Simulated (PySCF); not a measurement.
# A scan of TeAs with bad points

PBE0; PySCF, scalar-relativistic core potentials, basis sets Te def2-SVP with ECP28, As def2-SVP; quartet, unpaired electrons π ↑↑↑ requested.

```
R (Å)  E (eV)  ⟨S²⟩  ⟨Lz²⟩  μ (D)
2.123  16.484  4.76   1.68  -1.26
2.217   1.136  3.76   1.00  -0.96
2.288   0.664  3.76   1.00  -0.84
2.359   0.341  3.76   1.00  -0.70
2.430   0.136  3.76   1.00  -0.54
2.524   0.000  3.76   1.00  -0.33
```

The run flagged 2.123 Å: there the SCF missed its convergence threshold, so the fit leaves that out.
